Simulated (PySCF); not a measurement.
C$_{6}$H$_{15}$B, charge +1, quartet, geometry from GFN2-xTB of the parent state (a state made from the parent by changing its charge; the spin is typed, not shown lowest); DF-HF/pcseg-1 (PySCF).

The PySCF input:
```python
from pyscf import gto, scf

mol = gto.M(
    atom='''
B     0.109600    0.054480    0.167649
C     1.349719    0.267344   -0.788501
C     1.182057   -0.089744   -2.266393
H     2.214754   -0.275341   -0.394563
H     1.632943    1.324184   -0.719343
H     0.379117    0.489177   -2.715729
H     0.945406   -1.145521   -2.378715
H     2.096808    0.112688   -2.821453
C    -1.355042   -0.205695   -0.378955
C    -2.043023    1.139150   -0.670997
H    -1.971869   -0.741091    0.346417
H    -1.363312   -0.791903   -1.299432
H    -1.490296    1.698357   -1.422224
H    -2.094965    1.744766    0.231117
H    -3.055621    0.980659   -1.036904
C     0.341278    0.140640    1.736088
C     0.495445   -1.272201    2.323579
H    -0.502159    0.617165    2.241404
H     1.235332    0.711156    1.997752
H     1.352923   -1.776097    1.883051
H    -0.390019   -1.870002    2.120280
H     0.640357   -1.227561    3.401171
''',
    basis='pcseg-1',
    charge=1,
    spin=3,
    verbose=4,
)

mf = scf.UHF(mol)
mf = mf.density_fit(auxbasis='def2-universal-jkfit')
mf.kernel()
```

### Question
Write the output that PySCF gives for this input, abridged.

### Answer

```
PySCF version 2.14.0

[INPUT] verbose = 4
[INPUT] num. atoms = 22
[INPUT] num. electrons = 55
[INPUT] charge = 1
[INPUT] spin (= nelec alpha-beta = 2S) = 3
[INPUT] symmetry False subgroup None
[INPUT] Mole.unit = angstrom
[INPUT] Symbol           X                Y                Z      unit          X                Y                Z       unit  Magmom
[INPUT]  1 B      0.109600000000   0.054480000000   0.167649000000 AA    0.207113983252   0.102952279266   0.316810695057 Bohr   0.0
[INPUT]  2 C      1.349719000000   0.267344000000  -0.788501000000 AA    2.550599255122   0.505206941046  -1.490050938946 Bohr   0.0
[INPUT]  3 C      1.182057000000  -0.089744000000  -2.266393000000 AA    2.233763993625  -0.169591581323  -4.282862060631 Bohr   0.0
[INPUT]  4 H      2.214754000000  -0.275341000000  -0.394563000000 AA    4.185278493285  -0.520319080864  -0.745616008887 Bohr   0.0
[INPUT]  5 H      1.632943000000   1.324184000000  -0.719343000000 AA    3.085815047026   2.502345098531  -1.359361259623 Bohr   0.0
[INPUT]  6 H      0.379117000000   0.489177000000  -2.715729000000 AA    0.716427299167   0.924410556436  -5.131984038539 Bohr   0.0
[INPUT]  7 H      0.945406000000  -1.145521000000  -2.378715000000 AA    1.786558416521  -2.164720959938  -4.495119878395 Bohr   0.0
[INPUT]  8 H      2.096808000000   0.112688000000  -2.821453000000 AA    3.962392855797   0.212949457525  -5.331773443332 Bohr   0.0
[INPUT]  9 C     -1.355042000000  -0.205695000000  -0.378955000000 AA   -2.560658267283  -0.388707215192  -0.716121163535 Bohr   0.0
[INPUT] 10 C     -2.043023000000   1.139150000000  -0.670997000000 AA   -3.860753936187   2.152681514798  -1.268000560405 Bohr   0.0
[INPUT] 11 H     -1.971869000000  -0.741091000000   0.346417000000 AA   -3.726292363520  -1.400459023380   0.654633254893 Bohr   0.0
[INPUT] 12 H     -1.363312000000  -0.791903000000  -1.299432000000 AA   -2.576286302333  -1.496479787221  -2.455570597496 Bohr   0.0
[INPUT] 13 H     -1.490296000000   1.698357000000  -1.422224000000 AA   -2.816251284535   3.209429591738  -2.687613847783 Bohr   0.0
[INPUT] 14 H     -2.094965000000   1.744766000000   0.231117000000 AA   -3.958910090549   3.297129891453   0.436747832731 Bohr   0.0
[INPUT] 15 H     -3.055621000000   0.980659000000  -1.036904000000 AA   -5.774286830470   1.853176931590  -1.959464577466 Bohr   0.0
[INPUT] 16 C      0.341278000000   0.140640000000   1.736088000000 AA    0.644921952339   0.265771082159   3.280730848144 Bohr   0.0
[INPUT] 17 C      0.495445000000  -1.272201000000   2.323579000000 AA    0.936255359785  -2.404111465398   4.390927938791 Bohr   0.0
[INPUT] 18 H     -0.502159000000   0.617165000000   2.241404000000 AA   -0.948942980985   1.166272823667   4.235639694505 Bohr   0.0
[INPUT] 19 H      1.235332000000   0.711156000000   1.997752000000 AA    2.334439152911   1.343890071841   3.775204144802 Bohr   0.0
[INPUT] 20 H      1.352923000000  -1.776097000000   1.883051000000 AA    2.556653937625  -3.356336900662   3.558450668588 Bohr   0.0
[INPUT] 21 H     -0.390019000000  -1.870002000000   2.120280000000 AA   -0.737029093377  -3.533791632389   4.006748507393 Bohr   0.0
[INPUT] 22 H      0.640357000000  -1.227561000000   3.401171000000 AA    1.210099351948  -2.319754091197   6.427281692813 Bohr   0.0

nuclear repulsion = 298.472622606498
number of shells = 51
number of NR pGTOs = 280
number of NR cGTOs = 173
basis = pcseg-1
ecp = {}

******** <class 'pyscf.df.df_jk.DFUHF'> ********
method = DFUHF
initial guess = minao
damping factor = 0
level_shift factor = 0
DIIS = <class 'pyscf.scf.diis.CDIIS'>
diis_start_cycle = 1
diis_space = 8
diis_damp = 0
SCF conv_tol = 1e-09
SCF conv_tol_grad = None
SCF max_cycles = 50
direct_scf = False
number electrons alpha = 29  beta = 26
Set gradient conv threshold to 3.16228e-05
******** <class 'pyscf.df.df.DF'> ********
auxbasis = def2-universal-jkfit
init E= -261.619679986023

cycle= 1 E= -259.850822998291  delta_E= 1.77  |g|= 0.416  |ddm|= 3.26
cycle= 2 E= -259.990671207424  delta_E= -0.14  |g|= 0.181  |ddm|= 1.18
cycle= 3 E= -260.017183639253  delta_E= -0.0265  |g|= 0.0722  |ddm|= 0.245
cycle= 4 E= -260.024713786609  delta_E= -0.00753  |g|= 0.0235  |ddm|= 0.235
cycle= 5 E= -260.026055036808  delta_E= -0.00134  |g|= 0.0125  |ddm|= 0.0732
cycle= 6 E= -260.026431911596  delta_E= -0.000377  |g|= 0.00422  |ddm|= 0.0486
cycle= 7 E= -260.026477724603  delta_E= -4.58e-05  |g|= 0.00177  |ddm|= 0.0145
cycle= 8 E= -260.026485934907  delta_E= -8.21e-06  |g|= 0.000756  |ddm|= 0.00558
cycle= 9 E= -260.026487838448  delta_E= -1.9e-06  |g|= 0.000395  |ddm|= 0.00243
cycle= 10 E= -260.026488409851  delta_E= -5.71e-07  |g|= 0.000209  |ddm|= 0.00131
cycle= 11 E= -260.026488605549  delta_E= -1.96e-07  |g|= 0.000119  |ddm|= 0.000817
cycle= 12 E= -260.02648866679  delta_E= -6.12e-08  |g|= 7.46e-05  |ddm|= 0.000452
cycle= 13 E= -260.026488697217  delta_E= -3.04e-08  |g|= 4.78e-05  |ddm|= 0.000362
cycle= 14 E= -260.026488712409  delta_E= -1.52e-08  |g|= 3.35e-05  |ddm|= 0.000258
cycle= 15 E= -260.026488721696  delta_E= -9.29e-09  |g|= 2.25e-05  |ddm|= 0.000228
cycle= 16 E= -260.026488726361  delta_E= -4.66e-09  |g|= 1.35e-05  |ddm|= 0.000182
cycle= 17 E= -260.026488728026  delta_E= -1.67e-09  |g|= 6.45e-06  |ddm|= 0.000133
cycle= 18 E= -260.026488728291  delta_E= -2.65e-10  |g|= 3.07e-06  |ddm|= 5.04e-05
Extra cycle  E= -260.026488728307  delta_E= -1.59e-11  |g|= 2.12e-06  |ddm|= 5.68e-06
converged SCF energy = -260.026488728307  <S^2> = 3.7639169  2S+1 = 4.0069524
```
